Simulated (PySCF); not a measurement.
System: borotrithioic acid, sum formula BH3S3, charge 0, multiplicity 1. 
Coordinates optimised at B3LYP-D3(BJ)/def2-TZVP (Ansatz):
```xyz
7

S      1.3678    -1.1528    -0.2197
B     -0.0061     0.0105    -0.0032
S     -1.2405    -0.3290     1.2730
S      0.0074     1.4315    -1.1243
H      1.0136    -2.0175     0.7458
H     -2.0310     0.7403     1.0851
H     -1.1078     2.0304    -0.6788
```

Dispersion corrections to the total energy (kcal/mol) from the dftd3 and dftd4 libraries through PySCF: D3(BJ) without and D4 with the three-body term, each with the damping fitted for the functional named.

```json
[
 {"functional": "HF", "D3(BJ)": "-37.18", "D4": "?"},
 {"functional": "CAM-B3LYP", "D3(BJ)": "?", "D4": "-4.43"},
 {"functional": "revPBE", "D3(BJ)": "-12.08", "D4": "-13.95"},
 {"functional": "PBE", "D3(BJ)": "-4.97", "D4": "-5.06"},
 {"functional": "r2SCAN", "D3(BJ)": "-1.36", "D4": "-1.13"},
 {"functional": "BHLYP", "D3(BJ)": "?", "D4": "-6.92"},
 {"functional": "B3LYP", "D3(BJ)": "-9.47", "D4": "-8.35"}
]
```

Some entries are withheld; supply them.


- HF, D4: -16.97
- CAM-B3LYP, D3(BJ): -4.48
- BHLYP, D3(BJ): -7.91
